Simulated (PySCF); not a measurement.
C₂H₉FOSi₂.

```xyz
15

C     -0.6061     1.8906    -0.8723
C     -0.5028     0.3698    -0.6146
Si    -2.0668    -0.3394     0.1945
Si     1.0362    -0.0406     0.3467
O      2.3105    -0.0479    -0.7121
F      0.8783    -1.5263     1.0082
H     -1.4825     2.1374    -1.4926
H      0.2857     2.2749    -1.3938
H     -0.7048     2.4545     0.0702
H     -0.3931    -0.1603    -1.5795
H     -2.1422     0.0835     1.6248
H     -3.2680     0.1968    -0.5137
H     -2.0822    -1.8263     0.1238
H      1.2815     0.8824     1.4857
H      3.1992    -0.1655    -0.3562
```

Geometry: B3LYP-D3(BJ)/def2-SVP. The structure was generated by enumeration; whether it is a known compound was not checked. The values are those of a single conformer.

All values below come from PySCF with PBE0/pcSseg-1. Non-relativistic, no solvent.

Computed absolute GIAO shielding of each atom: isotropic value and principal components (ppm):
| atom | σ(iso) | σ11 | σ22 | σ33 | span |
|---|---|---|---|---|---|
| C1 | 173.4 | 163.7 | 168.7 | 187.8 | 24.1 |
| C2 | 184.0 | 177.5 | 181.3 | 193.3 | 15.8 |
| Si3 | 414.1 | 370.8 | 405.8 | 465.7 | 94.9 |
| Si4 | 353.2 | 323.2 | 335.8 | 400.8 | 77.6 |
| O5 | 270.4 | 231.7 | 281.9 | 297.5 | 65.8 |
| F6 | 319.2 | 254.1 | 338.6 | 364.9 | 110.9 |
| H7 | 30.0 | 25.1 | 27.8 | 37.3 | 12.2 |
| H8 | 29.9 | 24.1 | 28.4 | 37.2 | 13.1 |
| H9 | 30.4 | 26.4 | 28.1 | 36.7 | 10.3 |
| H10 | 30.9 | 27.6 | 28.0 | 37.0 | 9.4 |
| H11 | 27.5 | 24.3 | 25.9 | 32.3 | 8.1 |
| H12 | 27.5 | 24.1 | 25.6 | 32.9 | 8.8 |
| H13 | 27.2 | 23.4 | 25.6 | 32.6 | 9.2 |
| H14 | 26.5 | 23.6 | 24.1 | 31.7 | 8.0 |
| H15 | 28.9 | 21.3 | 23.0 | 42.4 | 21.1 |
